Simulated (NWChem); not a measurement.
GeH$_{2}$O, singlet; SMILES [GeH][OH]

Results from NWChem. Low-valent species are run as closed-shell singlets; no triplet was tried in these runs. Geometry: optimised at PBE-D3(BJ)/def2-SVP. Ions are spin-unrestricted doublets at the neutral geometry; other ion states weren't tried. Functional: LC-ωPBE (HJS hole) with def2-SVP; rows give the range parameter ω in 1/bohr.

For range parameter (1/bohr) 0.35:

- −ε(HOMO) (eV) = 9.32

Question: How do the values read with range parameter (1/bohr) 0.05 instead?

Answer: The −ε(HOMO) (eV) is 6.54.
